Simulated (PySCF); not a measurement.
From one molecule to another.

First species: C5H7ClSSi.
Geometry (GFN2-xTB, Å), atoms numbered from 1 in this order:
```
atom  x, y, z in Å
C1    -2.0780   -1.5074   -1.4953
C2    -1.8424   -0.4380   -0.9996
C3    -1.5847    0.8339   -0.4588
C4    -0.7066    1.0085    0.5340
Cl5   -0.4325    2.6131    1.1375
Si6    0.3005   -0.3616    1.3710
S7     1.5202   -1.3426   -0.0955
C8     2.0728    0.0823   -1.0908
H9    -2.2727   -2.4467   -1.9195
H10   -2.1322    1.6613   -0.8949
H11   -0.5554   -1.4135    1.8907
H12    1.1543    0.2871    2.3612
H13    1.2119    0.5414   -1.5663
H14    2.7506   -0.3060   -1.8430
H15    2.5898    0.7964   -0.4583
```

Second species: C5H7ClSSi.
Numbering: `[CH3:1][SiH2:2][c:3]1[cH:4][cH:5][c:6]([Cl:7])[s:8]1` (hydrogens: H9, H10, H11 on C1; H12, H13 on Si2; H14 on C4; H15 on C5)

Levels: PBE0/def2-SVPD for dipole moment, HOMO energy, LUMO energy, HOMO–LUMO gap, static isotropic polarisability and electronic spatial extent ⟨r²⟩ about the centre of nuclear charge; TDDFT PBE0/def2-SVPD for lowest singlet excitation; TDA PBE0/def2-SVPD for lowest triplet excitation (Tamm–Dancoff); GFN2-xTB for rotational constant A and rotational constant C. Geometries: GFN2-xTB. All species are isolated and taken at one optimised geometry, non-relativistic unless stated; the electronic structure was computed with PySCF and density fitting.

Dipoles, sizes and rotational constants follow the conformer. The torsions of the flexible species, by atom-mapped SMILES:
- `[CH:1]#[C:2]/[CH:3]=[C:4](/[Cl:5])[SiH2:6][S:7][CH3:8]`: C3–C4–Si6–S7 60°, C4–Si6–S7–C8 40°
- `[CH3:1][SiH2:2][c:3]1[cH:4][cH:5][c:6]([Cl:7])[s:8]1`: C1–Si2–C3–C4 0°

Q: Which has the higher S1 energy?

A: The second: 5.14 eV against 3.88 eV, a difference of 1.26 eV.

Q: Which of the two has the higher LUMO energy, and by how much?

A: The second: -1.04 eV against -1.84 eV, a difference of 0.80 eV.

Q: Which of the two has the higher rotational constant A, and by how much?

A: The second: 3.970 GHz against 1.337 GHz, a difference of 2.633 GHz.

Q: Which of the two has the higher rotational constant C, and by how much?

A: The first: 0.700 GHz against 0.506 GHz, a difference of 0.194 GHz.

Q: Which has the higher dipole moment?

A: The second: 2.20 D against 1.05 D, a difference of 1.15 D.

Q: Which of the two has the higher static isotropic polarisability, and by how much?

A: The first: 120.9 au against 117.9 au, a difference of 3.0 au.

Q: Which of the two has the higher ⟨r²⟩, and by how much?

A: The second: 2091 bohr² against 1705 bohr², a difference of 386 bohr².

Q: Which has the higher HOMO–LUMO gap?

A: The second: 5.80 eV against 4.98 eV, a difference of 0.82 eV.

On the first: A dipole of 1.05 D is allowed in C1, and pure rotational transitions are dipole-allowed. In wavenumbers S1 is 31300 cm⁻¹ (1 eV = 8065.54 cm⁻¹).

On the second: The principal polarisabilities are 78.7, 113.6 and 161.3 au; their mean is the isotropic value. The dipole equals about 7.3 × 10⁻³⁰ C·m (1 D = 3.33564 × 10⁻³⁰ C·m).
